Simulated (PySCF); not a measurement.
Species: C₂H₈SSi.
Atom-mapped SMILES: `[CH3:1][CH2:2][SiH2:3][SH:4]` (hydrogens: H5, H6, H7 on C1; H8, H9 on C2; H10, H11 on Si3; H12 on S4)

Method: PySCF 2.14.0, PBE0-D3(BJ)/def2-SVP geometry optimisation, gas phase; density fitting, grid level 1; the optimiser is geomeTRIC in internal coordinates, started from a GFN2-xTB structure with every atom displaced at random (about 0.01 Å).

Step 0: E = -20901.2951 eV
```
atom  x, y, z in Å  |  force x, y, z in eV/Å
C1     -1.6514   -0.3280   -0.0735   -0.326   1.448  -0.582
C2     -0.2490   -0.6183    0.3562    0.379   0.031   0.451
Si3     0.8408    0.9305    0.3498    1.134  -1.415   0.792
S4      2.8832    0.3825    0.9822   -0.550   0.986   0.553
H5     -1.6811    0.0929   -1.1016   -0.056  -0.138   0.222
H6     -2.2892   -1.1908   -0.0649   -0.564  -0.850   0.040
H7     -2.1103    0.4343    0.5804   -0.105  -0.084  -0.032
H8      0.1876   -1.3726   -0.3113    0.275  -0.116  -0.019
H9     -0.2669   -1.0519    1.3760    0.285   0.081  -0.155
H10     0.4549    1.9139    1.3633   -0.290   0.408   0.241
H11     0.9439    1.5063   -0.9720   -0.201   0.455  -0.871
H12     2.9665   -0.7001    0.2393    0.018  -0.806  -0.640
```

Step 1: E = -20901.4161 eV
```
atom  x, y, z in Å  |  force x, y, z in eV/Å
C1     -1.6819   -0.3078   -0.0580   -0.036  -0.199   0.058
C2     -0.2284   -0.5733    0.3162    0.072  -0.048  -0.003
Si3     0.9273    0.9146    0.3244   -0.426  -0.055   0.149
S4      2.8375    0.3181    1.1208    0.053  -0.199  -0.355
H5     -1.7716    0.1183   -1.0661   -0.034   0.054  -0.097
H6     -2.2703   -1.2459   -0.0403    0.081   0.191  -0.025
H7     -2.1613    0.3905    0.6436   -0.018   0.049   0.020
H8      0.2163   -1.3066   -0.3790   -0.008  -0.083   0.016
H9     -0.1610   -1.0222    1.3206    0.027  -0.053   0.017
H10     0.4314    1.9416    1.2856    0.064   0.082   0.031
H11     0.9286    1.5333   -1.0389    0.233  -0.020  -0.006
H12     2.9624   -0.7619    0.2951   -0.009   0.281   0.195
```

**Question.** Estimate the geometry and energy of step 2. (The exact step hangs on the optimiser's Hessian estimate; all steps are aligned on step 1, rigid shifts and turns removed.)

**Answer.** E = -20901.4408 eV, largest force 0.177 eV/Å
```
atom  x, y, z in Å  |  force x, y, z in eV/Å
C1     -1.6828   -0.3081   -0.0625   -0.010   0.003   0.005
C2     -0.2372   -0.5942    0.3309    0.041  -0.006  -0.013
Si3     0.9074    0.9037    0.3421   -0.166  -0.029   0.053
S4      2.8429    0.3387    1.0928    0.056  -0.013  -0.045
H5     -1.7552    0.1219   -1.0743    0.004   0.006   0.009
H6     -2.2881   -1.2286   -0.0545   -0.001   0.022  -0.006
H7     -2.1593    0.4016    0.6320   -0.001   0.011  -0.004
H8      0.2071   -1.3369   -0.3566    0.003   0.002   0.022
H9     -0.1796   -1.0442    1.3368   -0.010  -0.005  -0.004
H10     0.4357    1.9506    1.2987    0.012  -0.010  -0.010
H11     0.9606    1.5148   -1.0234    0.062  -0.023  -0.005
H12     2.9776   -0.7205    0.2620    0.010   0.041  -0.001
```

The energy changes by -0.0247 eV. The first-order estimate −F·Δx gives -0.0391 eV and the mean of the old and new forces, exact on a quadratic surface, -0.0249 eV. The step makes an angle of 64° with the force vector and moves no atom by more than 0.055 Å.

The cost below is that of the whole optimisation. The run took 30 s on one thread, Arm Neoverse V2 (aarch64), shared host, and the process peaked at 0.43 GiB of memory.
